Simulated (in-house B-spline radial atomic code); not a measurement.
Inner levels of mercury as electrons are removed. A shift is the extra binding of the orbital against the neutral atom ([Xe] 4f14 5d10 6s2). Computed with an all-electron radial atomic-structure program (B-spline basis): non-relativistic Hartree-Fock, average of the configuration, point nuclei.

This level leaves out relativity, spin-orbit splitting included, which matters for heavy ions.

| ion | configuration | shift of 3s (eV) | shift of 2p (eV) | shift of 4p (eV) | radius of 3s (bohr) | radius of 2p (bohr) | radius of 4p (bohr) | Σ<r²> (bohr²) | change of density at nucleus (bohr⁻³) |
| --- | --- | --- | --- | --- | --- | --- | --- | --- | --- |
| Hg16+ | [Kr] 4d10 4f14 5s2 5p2 | 337.46 | 344.42 | 330.31 | 0.20028 | 0.067331 | 0.44168 | 12.012 | 136.01 |
| Hg17+ | [Kr] 4d10 4f14 5s2 5p1 | 367.39 | 375.48 | 359.02 | 0.20026 | 0.067329 | 0.44136 | 10.923 | 155.4 |
| Hg18+ | [Kr] 4d10 4f14 5s2 | 397.92 | 407.2 | 388.22 | 0.20024 | 0.067327 | 0.44103 | 9.8764 | 175.42 |
| Hg19+ | [Kr] 4d10 4f13 5s2 | ? | ? | ? | ? | ? | ? | ? | ? |
| Hg20+ | [Kr] 4d10 4f13 5s1 | ? | ? | ? | ? | ? | ? | ? | ? |
| Hg21+ | [Kr] 4d10 4f13 | 513.61 | 525.13 | 495.19 | 0.20021 | 0.067326 | 0.4378 | 7.6184 | -312.38 |
| Hg22+ | [Kr] 4d10 4f12 | 567.31 | 578.17 | 541.67 | 0.20016 | 0.067329 | 0.43549 | 7.2469 | -289.07 |
| Hg23+ | [Kr] 4d10 4f11 | 622.53 | 632.82 | 589.12 | 0.2001 | 0.067332 | 0.43314 | 6.8962 | -264.2 |
| Hg24+ | [Kr] 4d10 4f10 | 679.26 | 689.04 | 637.5 | 0.20003 | 0.067335 | 0.43074 | 6.5644 | -237.78 |
| Hg25+ | [Kr] 4d10 4f9 | 737.45 | 746.82 | 686.81 | 0.19995 | 0.067339 | 0.42832 | 6.2497 | -209.81 |
| Hg26+ | [Kr] 4d10 4f8 | 797.09 | 806.16 | 737 | 0.19987 | 0.067342 | 0.42587 | 5.9509 | -180.3 |
| Hg27+ | [Kr] 4d10 4f7 | 858.15 | 867.03 | 788.08 | 0.19978 | 0.067345 | 0.4234 | 5.6666 | -149.23 |
| Hg28+ | [Kr] 4d10 4f6 | 920.62 | 929.43 | 840.01 | 0.19968 | 0.067349 | 0.42092 | 5.3957 | -116.65 |
| Hg29+ | [Kr] 4d10 4f5 | 984.47 | 993.35 | 892.79 | 0.19957 | 0.067353 | 0.41842 | 5.1373 | -82.545 |
| Hg30+ | [Kr] 4d10 4f4 | 1049.69 | 1058.78 | 946.41 | 0.19945 | 0.067356 | 0.41592 | 4.8903 | -46.916 |
| Hg31+ | [Kr] 4d10 4f3 | ? | ? | ? | ? | ? | ? | ? | ? |
| Hg32+ | [Kr] 4d10 4f2 | 1184.14 | 1194.13 | 1056.08 | 0.1992 | 0.067364 | 0.41091 | 4.4281 | 28.891 |

**Question.** Fill in the row of Hg19+.

**Answer.** shift of 3s (eV): 448.58; shift of 2p (eV): 456.99; shift of 4p (eV): 432.51; radius of 3s (bohr): 0.2002; radius of 2p (bohr): 0.06733; radius of 4p (bohr): 0.43882; Σ<r²> (bohr²): 9.4151; change of density at nucleus (bohr⁻³): 220.16.

**Question.** Fill in the row of Hg20+.

**Answer.** shift of 3s (eV): 480.83; shift of 2p (eV): 490.76; shift of 4p (eV): 463.62; radius of 3s (bohr): 0.2002; radius of 2p (bohr): 0.067328; radius of 4p (bohr): 0.43832; Σ<r²> (bohr²): 8.5016; change of density at nucleus (bohr⁻³): -39.441.

**Question.** Fill in the row of Hg31+.

**Answer.** shift of 3s (eV): 1116.25; shift of 2p (eV): 1125.71; shift of 4p (eV): 1000.84; radius of 3s (bohr): 0.19933; radius of 2p (bohr): 0.06736; radius of 4p (bohr): 0.41342; Σ<r²> (bohr²): 4.6542; change of density at nucleus (bohr⁻³): -9.77.
